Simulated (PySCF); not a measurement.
C4H2BrCl, SMILES C#C/C(Br)=C\Cl. Atoms are numbered in the order given.

```xyz
8

C      2.6589     0.7465     0.0000
C      1.4834     0.4621     0.0000
C      0.0988     0.1081     0.0000
Br    -0.2904    -1.7419     0.0000
C     -0.9191     0.9805     0.0000
Cl    -0.6771     2.6779     0.0000
H      3.7036     1.0060     0.0000
H     -1.9611     0.6550     0.0000
```
Charge 0, spin multiplicity 1.

Geometry: ωB97X-D3(BJ)/def2-SVP. The structure was generated by enumeration; whether it is a known compound was not checked.

Level of theory: KT2/pcSseg-1 in PySCF.

GIAO shieldings, no solvent; atoms alike by connectivity are averaged. δ = σ(ref) − σ: ¹³C against TMS (σ = 185.1 ppm); ³⁵Cl against HCl (σ = 945.4 ppm); ¹H against TMS (σ = 31.47 ppm), references at their B3LYP-D3(BJ)/def2-TZVP geometries, non-relativistic (without spin–orbit terms, shifts of atoms bonded to Cl or Br come out too high).

```csv
atoms,nucleus,count,δ (ppm)
C5,¹³C,1,131.8
C3,¹³C,1,114.5
C1,¹³C,1,90.5
C2,¹³C,1,…
Cl6,³⁵Cl,1,…
H8,¹H,1,6.64
H7,¹H,1,…
```

What belongs in the gaps? (Estimate from the structure and the level; the computed values follow.)


- C2, δ (ppm): 78.1
- H7, δ (ppm): 4.17
- Cl6, δ (ppm): 281.8
